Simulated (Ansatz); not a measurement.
The Ansatz (a program for electronic structure) input:
Ansatz 0.2 input:
```yaml
crystal:
  periodic: [false, false, false]
  atoms:
    - {symbol: Ge, position_ang: [0.04098787, 0.01970421, 0.87545472]}
    - {symbol: Br, position_ang: [1.08405991, -1.64809774, -0.41494801]}
    - {symbol: Br, position_ang: [-2.74906589, 3.88461201, -2.15075916]}
basis:
  gaussian:
    orbitals: STO-3G
hamiltonian:
  xc: hf
total_charge: 1
correlation: {active_space: {window: {electrons: 5, orbitals: 6}}}
magnetization: {spin_polarized: false, initial_magnetization: 1}
```

### Question
What does this run give for the number of basis functions, total energy, SCF-reference <S^2>?

### Answer

| Item | Value |
|---|---|
| number of basis functions | 54 |
| total energy | -7140.901191 Ha |
| SCF-reference <S^2> | 0.750 |
